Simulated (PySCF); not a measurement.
**Atomic charges by several schemes**

Species: H8O2SSi4.
Structure used (GFN2-xTB), in Å, numbered top down from 1:
```xyz
15
H8O2SSi4 angstrom
Si     2.671    1.109   -0.115
S      1.788    0.190    1.621
Si     0.347   -1.042    0.683
O     -1.077   -0.956    1.449
Si    -2.462   -0.369    0.767
Si    -1.458    0.089   -1.273
O      0.036   -0.430   -0.795
H      3.064    0.062   -1.048
H      1.730    2.045   -0.718
H      3.813    1.796    0.468
H      0.729   -2.428    0.537
H     -2.849    0.730    1.653
H     -3.384   -1.503    0.863
H     -1.204    1.473   -1.682
H     -1.748   -0.758   -2.432
```

Density: PBE0/pcSseg-1 (PySCF); schemes: Mulliken, IAO, Hirshfeld and ESP-fitted. The structure is a single GFN2-xTB conformer in the gas phase; no vibrational or solvent corrections.

**Question.** Give the atomic charges in each scheme.

**Answer.** In e; atoms taken as equivalent share a row and are averaged (×n: the atom named and its like, n in all):

| atom | environment | Mulliken | IAO | Hirshfeld | ESP-fitted |
| --- | --- | --- | --- | --- | --- |
| Si1 | SiH3 silicon | +0.473 | +0.566 | +0.301 | +0.312 |
| S2 | sulfur bonded to 2 Si | -0.545 | -0.452 | -0.182 | -0.361 |
| Si3 | oxygen-bound silicon | +1.094 | +1.238 | +0.427 | +0.619 |
| O4/O7 | siloxane oxygen | -0.738 | -0.885 | -0.306 | -0.403 |
| Si5/Si6 | oxygen-bound silicon | +0.531 | +0.686 | +0.322 | +0.379 |
| H8/H9/H10 | Si–H hydrogen | -0.064 | -0.111 | -0.070 | -0.042 |
| H11 | Si–H hydrogen | -0.107 | -0.158 | -0.076 | -0.084 |
| H12/H14 | Si–H hydrogen | -0.076 | -0.114 | -0.073 | -0.078 |
| H13/H15 | Si–H hydrogen | -0.080 | -0.116 | -0.074 | -0.079 |

Mean size of the charges over all atoms: IAO 0.423 e, Mulliken 0.351 e, ESP-fitted 0.225 e, Hirshfeld 0.183 e. Each set sums to the total charge, 0, to within 0.001 e. The IAO scheme counts the electrons in orthogonalised intrinsic atomic orbitals, a minimal basis polarised so that it spans the occupied orbitals exactly.

Some averages cover members that differ in this geometry: Si5/Si6, ESP-fitted +0.349 to +0.410; O4/O7, ESP-fitted -0.429 to -0.377; O4/O7, Mulliken -0.754 to -0.722 e.

Lowest charge. All schemes agree: Mulliken O4/O7 (-0.738); IAO O4/O7 (-0.885); Hirshfeld O4/O7 (-0.306); ESP-fitted O4/O7 (-0.403).

Highest charge. All schemes agree: Mulliken Si3 (+1.094); IAO Si3 (+1.238); Hirshfeld Si3 (+0.427); ESP-fitted Si3 (+0.619).

**Question.** How closely do the schemes follow one another over all atoms?

**Answer.** Correlation coefficient and root-mean-square difference: Mulliken with IAO 0.99, 0.098 e; Mulliken with ESP-fitted 0.99, 0.194 e; IAO with ESP-fitted 0.99, 0.276 e; IAO with Hirshfeld 0.98, 0.342 e; Hirshfeld with ESP-fitted 0.98, 0.082 e; Mulliken with Hirshfeld 0.97, 0.267 e.

**Question.** How many electrons does the ESP-fitted scheme count on Si5?

**Answer.** Its own charge is +0.349 e, so Z − q = 13.651.

**Question.** Sum the charges by element, for elements with more than one atom.

**Answer.** 
```tsv
element	atoms	Mulliken	IAO	Hirshfeld	ESP-fitted
Si	4	+2.630	+3.176	+1.373	+1.689
O	2	-1.476	-1.771	-0.612	-0.806
H	8	-0.610	-0.953	-0.579	-0.522
```

The run behind these numbers computed NMR shieldings as well. Time: 78 s (grids of density and orbitals included); peak memory 0.87 GiB. Hardware: one thread, Arm Neoverse N1 (aarch64), on a shared host.
